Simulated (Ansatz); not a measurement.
Relaxation of AlH11Si4 (16 atoms, charge 0, multiplicity 1), to a largest force component of 0.015 eV/Å in at most 40 steps.

These are results of RKS r2SCAN-D4/STO-3G in Ansatz, not measurements.

```xyz
16
Properties=species:S:1:pos:R:3
Si -1.161 -2.610 -0.390
Al 0.885 -1.639 0.132
Si 1.052 0.706 0.271
Si 0.580 1.604 -1.681
Si -0.320 1.425 1.838
H -1.650 -3.429 0.690
H -1.075 -3.336 -1.644
H -2.141 -1.457 -0.586
H 2.159 -2.559 0.429
H 2.466 1.086 0.649
H 1.411 1.108 -2.700
H -0.850 1.195 -1.983
H 0.533 3.086 -1.606
H 0.044 0.837 3.150
H -0.240 2.911 1.949
H -1.747 1.043 1.503
```

Question: Where does it end, and by what steps?

Answer: The run converged. Limits of this set-up: minimal basis. After 5 steps the energy has fallen by 0.616 eV; H8 moved furthest, 0.34 Å.

```csv
step,energy less start (eV),largest force component (eV/Å),accepted
0,0.0000,2.875,yes
1,-0.4987,1.000,yes
2,-0.6014,0.247,yes
3,-0.6143,0.249,yes
4,-0.6162,0.023,yes
5,-0.6163,0.003,yes
```

```xyz
16
Properties=species:S:1:pos:R:3
Si -1.144 -2.687 -0.393
Al 0.842 -1.654 0.129
Si 1.019 0.628 0.273
Si 0.546 1.668 -1.669
Si -0.300 1.507 1.875
H -1.592 -3.586 0.651
H -1.050 -3.500 -1.589
H -2.246 -1.776 -0.625
H 2.059 -2.506 0.384
H 2.372 1.030 0.615
H 1.416 1.221 -2.736
H -0.809 1.397 -2.096
H 0.687 3.106 -1.577
H -0.003 0.943 3.175
H -0.154 2.942 1.988
H -1.698 1.238 1.614
```

The run took 49 s on 1 thread of Arm Neoverse V2 (shared host), peak memory 0.16 GiB.
